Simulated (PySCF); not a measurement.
**Calculated NMR parameters of C=N[SiH2]CC(=C)C(F)(F)F**

```yaml
Formula: C5H8F3NSi
SMILES: C=N[SiH2]CC(=C)C(F)(F)F
Point_group_of_the_computed_structure: C1
Degrees_of_unsaturation: 2
Carbon_signals: 5
Proton_signals: 6
```

Atom-mapped SMILES (the numbers label the heavy atoms): `[CH2:1]=[N:2][SiH2:3][CH2:4][C:5](=[CH2:6])[C:7]([F:8])([F:9])[F:10]`. Hydrogens are named by the atom that carries them. Ha(C6) is cis to C4; Ha(C1) is cis to Si3; Hb(C6) is trans to C4; Hb(C1) is trans to Si3.

PySCF 2.14 calculation with geometry: GFN2-xTB and NMR shieldings at PBE0/pcSseg-1/GIAO; no solvent, rapidly exchanging positions averaged, non-relativistic, single conformer.

δ = σ(ref) − σ, references computed at the same level: TMS for ¹H and ¹³C and ²⁹Si; ¹⁹F vs CFCl3; ¹⁵N against NH3.

| carbon | δC, type | δH (multiplicity) | HMBC from (2–3 bonds) | span of the C tensor (ppm) |
| --- | --- | --- | --- | --- |
| C1 | 175.6, CH2 | Hb(C1) 8.74 (m); Ha(C1) 8.63 (m) | H(Si3) | 213 |
| C4 | 21.3, CH2 | 2.17 (t) | Hb(C6), Ha(C6), H(Si3) | 30 |
| C5 | 144.6, C | – | Hb(C6), Ha(C6), H(Si3), H(C4) | 214 |
| C6 | 125.0, CH2 | Ha(C6) 5.49 (m); Hb(C6) 5.89 (m) | H(C4) | 212 |
| C7 | 133.3, C | – | Hb(C6), Ha(C6), H(C4) | 14 |

Other nuclei:
```tsv
atoms	nucleus	environment	δ (ppm)	σ (ppm)
H(Si3)	¹H	hydrogen on a silicon bonded to C, N	5.13	26.59
F8/F9/F10	¹⁹F	fluorine of a CF3 group	-79.4	250.4
Si3	²⁹Si	silicon bonded to C, N, 2 H	-41.2	390.4
N2	¹⁵N	imine nitrogen	414.7	-146.9
```

1. Carbon types of the structure: 2 × C, 3 × CH2, leaving 2 H on heteroatoms.
2. δC 175.6: C=N carbon.
3. δC 144.6: fully substituted alkene carbon; as expected for a trigonal carbon in a double bond.
4. δC 133.3: CF3 carbon; 3 electronegative neighbours deshield it.
5. δC 125.0: terminal =CH2 carbon; an sp2 carbon of a C=C bond.
6. δH 8.74, 8.63: hydrogen on a C=N carbon.

Splittings by ¹⁹F in the carbon and heteronuclear signals aren't shown, as no couplings were computed. Shifts are as computed. Against solution values, carbons near 30 ppm lie about +3 ppm off and those near 130 ppm about +5 ppm. Of 1211 compounds with measured shifts, 218 miss one by over three times the rms of a fit or turn the order of signals round; such compounds aren't used in these exercises. Unscaled 19F shifts against computed CFCl3 carry errors that often reach 10 to 50 ppm. Experimental scales use liquid or dissolved standards, which lie at an offset from isolated NH3 (liquid NH3: subtract about 20 ppm). Unscaled 15N shifts of sp2 nitrogen come out 20 to 40 ppm too high even then. No couplings were computed; multiplicities are counted from neighbouring protons, with m where these are inequivalent, close in shift, in a saturated or five-membered ring or joined by F or P, and br s for small geminal =CH2 splittings.
